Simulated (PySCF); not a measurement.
## Two-dimensional NMR puzzle

Compound of formula C9H12O. Correlations simulated from computed shifts and the bond graph:

HSQC (one-bond C–H):
```
  δH     δC
7.35  135.5
6.97  125.6
6.56  112.4
3.98   55.7
2.46   24.2
2.29   19.9
```

COSY cross peaks (H two or three bonds apart, from the bond graph; peaks can be absent where the dihedral angle is near 90°):
```
  δH    δH
7.35  6.97
```

HMBC (two and three bonds, from the bond graph):
```
  δH                                δC
7.35  164.7, 141.6, 129.5, 125.6, 19.9
6.97  141.6, 135.5, 129.5, 112.4, 24.2
6.56  164.7, 141.6, 129.5, 125.6, 24.2
3.98                             164.7
2.46               141.6, 125.6, 112.4
2.29               164.7, 135.5, 129.5
```

Carbons without hydrogens: δ 164.7, 141.6, 129.5.

- structure optimised with GFN2-xTB
- shielding tensors at PBE0/pcSseg-1 (GIAO)
- program: PySCF 2.14
- a single conformation, non-relativistic Hamiltonian, rapidly exchanging positions averaged, gas phase

Scale: TMS for $^{1}$H (31.72 ppm), $^{13}$C (186.93 ppm) (reference shieldings calculated alike).

Exchangeable hydrogens are left out of these lists.

**Question.** Assemble the structure.

**Answer.** 2,5-dimethylanisole (COc1cc(C)ccc1C).

Atoms are numbered as in `[CH3:1][O:2][c:3]1[cH:4][c:5]([CH3:6])[cH:7][cH:8][c:9]1[CH3:10]`. Hydrogens are named by the atom that carries them.

δC 164.7 is C3, an aromatic carbon bearing oxygen. δC 141.6 is C5, a substituted aromatic carbon. δC 135.5 is C8, an aromatic CH (δH 7.35). δC 129.5 is C9, a substituted aromatic carbon. δC 125.6 is C7, an aromatic CH (δH 6.97). δC 112.4 is C4, an aromatic CH (δH 6.56). δC 55.7 is C1, a methyl carbon bonded to O (δH 3.98). δC 24.2 is C6, a methyl carbon on an aromatic ring (δH 2.46). δC 19.9 is C10, a methyl carbon on an aromatic ring (δH 2.29). HMBC from δH 7.35 reaches the proton-free carbons C3, C5, C9. HMBC from δH 6.97 reaches the proton-free carbons C5, C9. HMBC from δH 6.56 reaches the proton-free carbons C3, C5, C9. HMBC from δH 3.98 reaches the proton-free carbon C3. COSY links 7.35–6.97.

The shifts were computed for this structure.

Shifts are as computed. Against solution values, carbons near 30 ppm lie about +3 ppm off and those near 130 ppm about +5 ppm. Of 1211 compounds with measured shifts, 218 miss one by over three times the rms of a fit or turn the order of signals round; such compounds aren't used in these exercises.
